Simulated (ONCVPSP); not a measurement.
## Before and after: ONCV potential for silver

- Element: Ag
- Generator: ONCVPSP 4.0.1
- Type: optimised norm-conserving Vanderbilt (ONCV)
- Functional: PBEsol
- Relativity: scalar-relativistic
- Frozen core: [Ar] 3d10
- Valence charge: 19
- Reference configuration: 4s2 4p6 4d10 5s0.5 (charge +0.5)
- Partial waves: 4s+5s: rc 1.45 bohr, ncon 4, nbas 7, qcut 9.4 1/bohr, 3 projectors, debl 2.2 Ha; 4p: rc 1.15 bohr, ncon 4, nbas 8, qcut 7.4 1/bohr, 2 projectors, debl 3.1 Ha; 4d: rc 1.50 bohr, ncon 5, nbas 10, qcut 11.2 1/bohr, 2 projectors, debl 3 Ha
- Local potential: polynomial inside 0.80 bohr (lpopt 4, dvloc0 4 Ha)
- Core correction: polynomial model core, fcfact 0.6

Change: non-relativistic.

Cutoffs: the cutoffs (Ha) at which the residual kinetic energy of the hardest occupied pseudo-wave falls to 1 and 0.1 mHa per electron; they do not see the model core or the augmentation charge, which bear on the density cutoff. Errors are all-electron minus pseudo energies relative to the spin-unpolarised reference configuration.

Question: Predict the effect on cutoff, ghosts and configuration errors.

Answer: The potential gets neither clearly harder nor softer (79 Ha and 151 Ha → 81 Ha and 151 Ha); of the 4 tests that both files solve, the error grows in 0 and shrinks in 4 by more than 15 % and 0.3 meV (median size 1.8 → 0.1 meV); neither file shows a bound ghost.

```tsv
quantity	base	changed
cutoff, loose	79 Ha	81 Ha
cutoff, tight	151 Ha	151 Ha
loose cutoff by channel	s 30 Ha, p 79 Ha, d 35 Ha	s 30 Ha, p 81 Ha, d 35 Ha
bound ghosts	none	none
GHOST(+) flags under 300 eV	none	none
error for 4s2 4p6 4d10 5s1, meV [ΔE -3.02 → -2.77 eV]	+0.5	0.0
error for 4s2 4p6 4d10 5s0, meV [ΔE 4.73 → 4.39 eV]	-0.9	0.0
error for 4s2 4p6 4d9 5s0, meV [ΔE 26.84 → 26.81 eV]	-2.7	+0.2
error for 4s1 4p6 4d10 5s1, meV [ΔE 98.95 → 91.85 eV]	-151	-67
s: phases at 1.47 bohr within 0.05 rad from the reference energy up to (Ha; the scan ends near 5)	to the end of the scan	to the end of the scan
p: phases at 1.17 bohr within 0.05 rad from the reference energy up to (Ha; the scan ends near 5)	to the end of the scan	to the end of the scan
d: phases at 1.53 bohr within 0.05 rad from the reference energy up to (Ha; the scan ends near 5)	to the end of the scan	to the end of the scan
rms error of d²Exc/dni dnj with the model core, mHa	0.84	0.56
```
